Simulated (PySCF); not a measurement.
Geometry:
```json
{"atom": "C1", "x (Å)": "-1.863", "y (Å)": "0.617", "z (Å)": "-0.032"}
{"atom": "C2", "x (Å)": "-1.387", "y (Å)": "-0.378", "z (Å)": "1.021"}
{"atom": "Si3", "x (Å)": "0.053", "y (Å)": "-1.465", "z (Å)": "0.445"}
{"atom": "Si4", "x (Å)": "1.762", "y (Å)": "-0.086", "z (Å)": "-0.392"}
{"atom": "N5", "x (Å)": "1.778", "y (Å)": "1.356", "z (Å)": "0.589"}
{"atom": "H6", "x (Å)": "-1.066", "y (Å)": "1.338", "z (Å)": "-0.274"}
{"atom": "H7", "x (Å)": "-2.157", "y (Å)": "0.115", "z (Å)": "-0.968"}
{"atom": "H8", "x (Å)": "-2.734", "y (Å)": "1.194", "z (Å)": "0.318"}
{"atom": "H9", "x (Å)": "-1.053", "y (Å)": "0.157", "z (Å)": "1.927"}
{"atom": "H10", "x (Å)": "-2.209", "y (Å)": "-1.040", "z (Å)": "1.346"}
{"atom": "H11", "x (Å)": "0.554", "y (Å)": "-2.305", "z (Å)": "1.582"}
{"atom": "H12", "x (Å)": "-0.394", "y (Å)": "-2.401", "z (Å)": "-0.639"}
{"atom": "H13", "x (Å)": "1.451", "y (Å)": "0.340", "z (Å)": "-1.794"}
{"atom": "H14", "x (Å)": "3.061", "y (Å)": "-0.844", "z (Å)": "-0.471"}
{"atom": "H15", "x (Å)": "1.818", "y (Å)": "1.251", "z (Å)": "1.597"}
{"atom": "H16", "x (Å)": "2.354", "y (Å)": "2.141", "z (Å)": "0.300"}
```

Geometry: PBE0-D3(BJ)/def2-SVP; GIAO shifts from PySCF 2.14, gas phase, non-relativistic, averaged over equivalent atoms.

At PBE0/pcSseg-1 (154 basis functions, 26 s wall time on 1 thread of an Arm Neoverse V1, shared host):
| atoms | δ (ppm) |
| --- | --- |
| C1 | 11.6 |
| C2 | 2.1 |
| Si4 | -50.9 |
| Si3 | -66.5 |
| N5 | -2.7 |
| H13/H14 | 4.93 |
| H11/H12 | 3.82 |
| H6/H7/H8 | 1.28 |
| H9/H10 | 0.83 |
| H15/H16 | -0.29 |

Referencing at the same level of theory: 13C (σref 184.41) and 29Si (σref 351.99) and 1H (σref 31.27) against TMS; 15N (σref 265.67) against NH3.

What do these become at KT2/pcSseg-2?

Results:


```tsv
atoms	δ at KT2/pcSseg-2	change
C1	13.0	+1.4
C2	4.9	+2.8
Si4	-50.4	+0.5
Si3	-69.9	-3.4
N5	-0.5	+2.2
H13/H14	5.28	+0.35
H11/H12	3.97	+0.15
H6/H7/H8	1.32	+0.04
H9/H10	1.04	+0.21
H15/H16	-0.22	+0.07
```

Shifts are taken against calculated references (same method and geometry level): 13C (182.28 ppm), 29Si (350.99 ppm), 1H (31.18 ppm) against TMS; 15N (260.12 ppm) vs NH3.

The largest change is at Si3 (silicon bonded to C, Si, 2 H). Cost: 348 basis functions, 110 s wall time on 1 thread of an Arm Neoverse V1, shared host.

Experimental scales use liquid or dissolved standards, which lie at an offset from isolated NH3 (liquid NH3: subtract about 20 ppm).
